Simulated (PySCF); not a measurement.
# Working out the ionisation energy of N⁺

N⁺ [He] 2s2 2p2 (3P) → N²⁺ [He] 2s2 2p1 (2P). Computed with PySCF 2.14 in def2-TZVPPD (6s3p3d1f, 37 functions), with no relativity, point nucleus. Frozen: nothing. Energies in hartree (1 hartree = 27.21139 eV):

| part | N⁺ (lower) | N²⁺ (upper) |
| --- | --- | --- |
| UHF | -53.892015 | -52.818581 |
| CCSD correlation | -0.109098 | -0.099004 |
| (T) | -0.001710 | -0.001208 |

**Question.** What does Hartree-Fock give?

**Answer.** (-52.818581) − (-53.892015) = 1.073434 hartree = 29.210 eV.

**Question.** What do CCSD and CCSD(T) give?

**Answer.** The CCSD correlation energies differ by 0.010094 hartree = 0.275 eV and the triples by 0.000502 hartree = 0.014 eV, so CCSD gives 29.485 eV and CCSD(T) 29.499 eV.

A first-order spin-orbit estimate adds -0.003 eV to CCSD(T) (valence and next inner shell), giving 29.496 eV against 29.601 eV (semi-empirical (NIST evaluation); NIST Atomic Spectra Database, ionization energies).

What remains against the reference includes basis incompleteness and higher excitations.
